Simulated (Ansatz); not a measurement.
Compare A (`F[SiH2]C=S`) with its isomer B (`FC1[SiH2]S1`).

Isolated molecules relaxed with PBE0-D4/def2-TZVP in Ansatz; ΔE leaves out vibrations. CBS: MP2 limit from def2 TZ/QZ plus the TZ coupled-cluster correction, frozen cores. Functionals use def2-TZVPP. B3LYP here is the variant with VWN-RPA as its local correlation; programs differ in this. Each species was taken in one conformer, which may not be the lowest.

Problem. Which isomer does CCSD(T)/CBS put lower? Give the gap. (Estimate.)

Solution. The calculation gave: A, by 143.2 kJ/mol.

Problem. Give E(B) − E(A) in kJ/mol with B3LYP-D4, MP2/def2-TZVPP, LDA (SPW92), B2PLYP, ωB97M-V, PBE0-D4, CCSD(T)/def2-TZVPP. (An estimate is asked.)

Solution. The calculation gave: B3LYP-D4 136.9, MP2/def2-TZVPP 144.2, LDA (SPW92) 86.3, B2PLYP 143.3, ωB97M-V 127.5, PBE0-D4 107.2, CCSD(T)/def2-TZVPP 145.8. None reverses the order clearly.

Problem. Does the order hold for the free energy at 298.15 K (harmonic terms from PBE0-D4)? (Best estimate.)

Solution. The calculation gave: Yes: G(B) − G(A) = +150.7 kJ/mol, for one conformer each.

Largest T1 diagnostic: 0.015.

At CCSD(T), def2-SVP lies −3.6 kJ/mol from the extrapolated value and def2-TZVPP +2.6 kJ/mol. From BLYP to BHLYP (50 % exact exchange), in def2-TZVPP and without D4, E(B) − E(A) moves by +4.7 kJ/mol.
